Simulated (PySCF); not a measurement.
C₂H₄BClO. Atoms are numbered in the order given.

```xyz
9

B     -0.2169    -0.0377     0.0000
Cl     0.4248    -1.7034     0.0000
C      0.7575     1.1777     0.0000
C      0.2985     2.4369     0.0000
H      1.8398     1.0039     0.0000
H      0.9683     3.3048     0.0000
H     -0.7778     2.6445     0.0000
O     -1.5562     0.1479     0.0000
H     -2.0546    -0.6777     0.0000
```

Coordinates come from a ωB97X-D3(BJ)/def2-SVP optimisation. The values are those of a single conformer.

Computed with TDA-CAM-B3LYP/def2-SVPD (PySCF).

Vertical excitations. Gas-phase values at a fixed geometry. State labels are in the subgroup Cs.

| state | symmetry | energy (eV) | λ (nm) | f | main pairs |
|---|---|---|---|---|---|
| S1 | A" | 6.40 | 194 | 0.000 | HOMO−1→LUMO 74 %, HOMO−3→LUMO 23 % |
| S2 | A' | 6.76 | 183 | 0.549 | HOMO→LUMO 92 % |
| S3 | A" | 6.97 | 178 | 0.000 | HOMO−3→LUMO 72 %, HOMO−1→LUMO 22 % |
| S4 | A' | 7.49 | 165 | 0.053 | HOMO−2→LUMO 92 % |
| S5 | A" | 7.57 | 164 | 0.021 | HOMO→LUMO+1 84 % |
| S6 | A" | 7.78 | 159 | 0.000 | HOMO−4→LUMO 90 % |
| S7 | A' | 8.23 | 151 | 0.078 | HOMO−1→LUMO+1 86 % |
| S8 | A" | 8.38 | 148 | 0.012 | HOMO−2→LUMO+1 88 % |
| S9 | A" | 8.39 | 148 | 0.027 | HOMO→LUMO+2 49 %, HOMO→LUMO+3 17 %, HOMO→LUMO+6 11 %, HOMO→LUMO+1 10 % |
| S10 | A" | 8.76 | 142 | 0.002 | HOMO→LUMO+4 70 %, HOMO→LUMO+3 24 % |
| T1 | A' | 3.82 | 324 | 0 | HOMO→LUMO 92 % |
| T2 | A" | 5.86 | 212 | 0 | HOMO−1→LUMO 51 %, HOMO−3→LUMO 44 % |
| T3 | A' | 6.69 | 185 | 0 | HOMO−2→LUMO 90 % |
| T4 | A" | 6.76 | 183 | 0 | HOMO−3→LUMO 49 %, HOMO−1→LUMO 42 % |
Triplets are in the Tamm–Dancoff approximation.
